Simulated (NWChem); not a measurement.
System: BaClF; SMILES [F][Ba][Cl]

```xyz
3

Ba    -0.3134    -0.3817     0.0000
F      1.2376    -1.9805     0.0000
Cl     0.3770     2.3058     0.0000
```
Atoms are numbered in this order, from 1.

Coordinates come from a PBE0/def2-SVP optimisation. def2 effective core potentials on Ba; no spin-orbit coupling.

Symmetry labels are those of Cs in the frame above (b1 and b2, or b-type labels, depend on it).

Q: List the 6 lowest vertical singlet excitations from PBE/def2-SVP with def2 effective core potentials on Ba, TDA (NWChem).

A: 
```tsv
state	energy (eV)	oscillator strength	symmetry	leading excitation (squared amplitude)
S1	3.48	0.007	a'	HOMO → LUMO (1.00)
S2	3.60	0.013	a"	HOMO−1 → LUMO (1.00)
S3	3.83	0.010	a'	HOMO−2 → LUMO (0.99)
S4	4.48	0.001	a"	HOMO → LUMO+1 (0.99)
S5	4.49	0.003	a'	HOMO → LUMO+2 (0.96)
S6	4.63	0.017	a"	HOMO−1 → LUMO+2 (0.98)
```
